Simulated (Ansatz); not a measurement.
SnH3(OSiMe3) (C₃H₁₂OSiSn), relaxed as a singlet with RKS PBE0-D4/def2-SVP in Ansatz, starting from the GFN2-xTB geometry. Force threshold 0.02 eV/Å.

In the def2 sets Sn takes a core potential; there is no spin–orbit coupling.

Start:

```xyz
18

Sn    2.071    1.365   -1.573
H     3.384    0.348   -1.571
H     1.601    1.861   -3.082
H     2.195    2.597   -0.457
O     0.588    0.242   -1.049
Si   -0.380   -0.284    0.146
C     0.669   -0.714    1.674
C    -1.251   -1.819   -0.547
C    -1.622    1.089    0.578
H     0.056   -1.072    2.495
H     1.219    0.156    2.025
H     1.393   -1.488    1.440
H    -0.537   -2.596   -0.800
H    -1.947   -2.228    0.178
H    -1.808   -1.578   -1.446
H    -1.115    1.975    0.950
H    -2.192    1.382   -0.298
H    -2.325    0.765    1.337
```

Problem. Estimate the energy that the relaxation releases and the steps that it takes.

Solution. 4.4 kcal/mol, in 9 steps; 47 s on 2 threads of AMD EPYC 7R13 on a shared host. The force fell under the threshold at step 8, but the optimiser went on. No frequencies were taken in this run, so the end may be a saddle point.

Problem. Does the start keep its bonding and symmetry?

Solution. By distances, no bond broke or formed. The bond that changes most is Sn1–H3, from 1.66 to 1.71 Å (atoms count from 1).

Problem. Predict the relaxed structure.

Solution. 
```csv
atom,x (Å),y (Å),z (Å)
Sn1,2.049,1.387,-1.494
H2,3.498,0.478,-1.437
H3,1.771,2.082,-3.030
H4,1.979,2.548,-0.232
O5,0.562,0.106,-1.231
Si6,-0.384,-0.330,0.068
C7,0.704,-0.708,1.556
C8,-1.348,-1.854,-0.437
C9,-1.560,1.072,0.498
H10,0.102,-1.034,2.420
H11,1.278,0.179,1.872
H12,1.422,-1.511,1.326
H13,-0.667,-2.680,-0.696
H14,-2.010,-2.198,0.374
H15,-1.972,-1.644,-1.321
H16,-1.009,1.979,0.798
H17,-2.191,1.332,-0.367
H18,-2.226,0.797,1.332
```
Bond lengths: 3 × C–Si 1.87 to 1.88 Å; 1 × O–Sn 1.98 Å; 1 × O–Si 1.67 Å; 9 × C–H 1.10 Å; 3 × H–Sn 1.71 to 1.72 Å.
